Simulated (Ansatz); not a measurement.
Input for Ansatz (an electronic-structure program): R-PBE/def2-TZVPP on GaH6N3 (SMILES [NH2][Ga]([NH2])[NH2]), a point of a torsion scan.

Ansatz 0.2 input:
```yaml
crystal:
  periodic: [false, false, false]
  atoms:
    - {symbol: N, position_ang: [-0.90062785, 1.54357774, -0.04505405]}
    - {symbol: Ga, position_ang: [0.27179881, 0.31609735, -0.77854268]}
    - {symbol: N, position_ang: [-0.32712746, -0.69640867, -2.17730490]}
    - {symbol: N, position_ang: [1.96087265, 0.04865592, -0.12137558]}
    - {symbol: H, position_ang: [-1.75793646, 1.14957173, 0.33275514]}
    - {symbol: H, position_ang: [-0.50247865, 2.12086658, 0.69201446]}
    - {symbol: H, position_ang: [0.31502215, -1.17931669, -2.79338979]}
    - {symbol: H, position_ang: [-1.11291240, -0.35490573, -2.71748411]}
    - {symbol: H, position_ang: [2.39613684, 0.71899170, 0.50026598]}
    - {symbol: H, position_ang: [2.67606943, -0.38147910, -0.69381997]}
basis:
  gaussian:
    orbitals: def2-TZVPP
hamiltonian:
  xc: {name: PBE}
scf: {lower_state_search: off}
```

The head of its log:

```
WARN ansatz: RAYON_NUM_THREADS=2 ignored (pool sized by the plan → 2); use --threads N
Functional definition: PBE
these checks for a lower state are left out or cut short: stability, starts, cluster_reference, orbital_swaps, neighbouring_geometries, increment
integrals: 0.14 GiB planned
1187 factors; their error is unknown
mean field: 0.98 GiB planned
mean field evaluation 1: about -56906.4756 eV, gradient 1.3e2 eV
mean field evaluation 2: about -56816.4740 eV, gradient 2.2e2 eV
```

What total energy does the run end on?

-2092.3630 hartree.
